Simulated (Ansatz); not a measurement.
`C[O][Al]([OH])[Br]` + `[SiH3]B1C[SiH2]1` → `C[O][Al]([OH])[SiH3]` + `BrB1C[SiH2]1`  (redistribution)

Computed with Ansatz on PBE0-D4/def2-TZVP structures; ΔE is electronic, products minus reactants. CBS: MP2 limit from def2 TZ/QZ plus the TZ coupled-cluster correction, frozen cores. Functionals use def2-TZVPP. B3LYP here is the variant with VWN-RPA as its local correlation; programs differ in this. HSE06 is defined as in plane-wave codes. For Br outer-core shells are correlated without core-valence functions, which leaves a few kJ/mol of doubt a bond. Scalar relativity is left out up to krypton. Each species was taken in one conformer, which may not be the lowest.

`C[O][Al]([OH])[Br]`:

```xyz
9

C     1.351    0.734   -0.756
O     0.005    0.373   -0.629
Al   -0.908   -0.475    0.478
O    -2.555   -0.663    0.199
Br    0.068   -1.349    2.310
H     1.962    0.370    0.078
H     1.759    0.326   -1.685
H     1.440    1.824   -0.796
H    -3.123   -1.140    0.802
```

`[SiH3]B1C[SiH2]1`:

Z-matrix (Å, degrees):
```
Si
B 1 1.987
H 1 1.490 2 110.4
H 1 1.491 2 113.8 3 121.8
H 1 1.490 2 108.9 3 -117.8
C 2 1.486 1 135.0 3 -104.1
Si 2 1.905 1 136.3 3 11.3
H 6 1.095 2 124.8 1 -157.9
H 6 1.089 2 122.9 1 5.6
H 7 1.480 2 126.7 1 156.0
H 7 1.486 2 122.3 1 -29.2
```

`C[O][Al]([OH])[SiH3]`:

Z-matrix (Å, degrees):
```
C
O 1 1.396
H 1 1.095 2 110.2
H 1 1.098 2 112.6 3 120.6
H 1 1.095 2 110.2 3 -118.9
Al 2 1.686 1 136.1 3 -120.7
Si 6 2.439 2 122.9 1 0.0
O 6 1.691 2 118.8 1 180.0
H 7 1.491 6 111.3 2 -0.5
H 7 1.490 6 111.3 2 119.5
H 7 1.490 6 111.3 2 -120.4
H 8 0.956 6 123.5 2 -0.0
```

`BrB1C[SiH2]1`:

Cartesian coordinates in Å:
```
Br -2.792 0.782 -0.208
B -0.952 0.398 -0.358
C 0.269 0.784 0.438
Si 0.362 -1.005 -0.373
H 1.128 1.172 -0.119
H 0.242 1.172 1.453
H 1.562 -1.047 -1.237
H 0.182 -2.257 0.403
```

```tsv
level	ΔE (kcal/mol)	difference from CCSD(T)/CBS
revPBE-D4	15.4	-2.9
BLYP-D4	16.3	-2.0
r2SCAN-D4	17.7	-0.6
B97M-V	17.3	-1.0
PBE0-D4	16.2	-2.1
B3LYP-D4	17.2	-1.1
r2SCANh-D4	17.9	-0.4
r2SCAN0-D4	18.2	-0.1
BHLYP-D4	18.5	0.2
CAM-B3LYP-D4	17.4	-0.9
ωB97X-V	16.9	-1.4
ωB97M-V	18.5	0.2
B2PLYP	17.7	-0.6
PBE-QIDH	17.6	-0.7
PBE	14.5	-3.8
revPBE	14.6	-3.7
r2SCAN	17.6	-0.7
PBE0	16.0	-2.3
B3LYP	16.8	-1.5
r2SCANh	17.9	-0.4
r2SCAN0	18.1	-0.2
HSE06	16.0	-2.3
BHLYP	18.2	-0.1
CAM-B3LYP	17.1	-1.2
LC-ωPBE	16.6	-1.7
RPA@PBE/def2-TZVPP	16.5	-1.8
HF/def2-SVP	17.7	-0.6
MP2/def2-SVP	17.6	-0.7
CCSD/def2-SVP	16.7	-1.6
CCSD(T)/def2-SVP	16.5	-1.8
MP2/def2-TZVPP	18.8	0.5
SCS-MP2/def2-TZVPP	18.6	0.3
CCSD/def2-TZVPP	17.7	-0.6
CCSD(T)/def2-TZVPP	17.6	-0.7
HF/def2-QZVPP	19.6	1.3
MP2/def2-QZVPP	19.2	0.9
SCS-MP2/def2-QZVPP	19.0	0.7
HF/CBS(def2)	19.6	1.3
MP2/CBS(def2)	19.5	1.2
CCSD/CBS(def2)	18.4	0.1
CCSD(T)/CBS	18.3	0
```

Largest T1 diagnostic among the species: 0.014.

Leaving LDA and LC-ωPBE aside and taking each functional with its dispersion term where it has one, the values, not all of them listed here, spread over 3.7 kcal/mol, from PBE-D4 to ωB97M-V. From PBE to PBE0 (25 % exact exchange), in def2-TZVPP and without D4, ΔE moves by +1.5 kcal/mol.
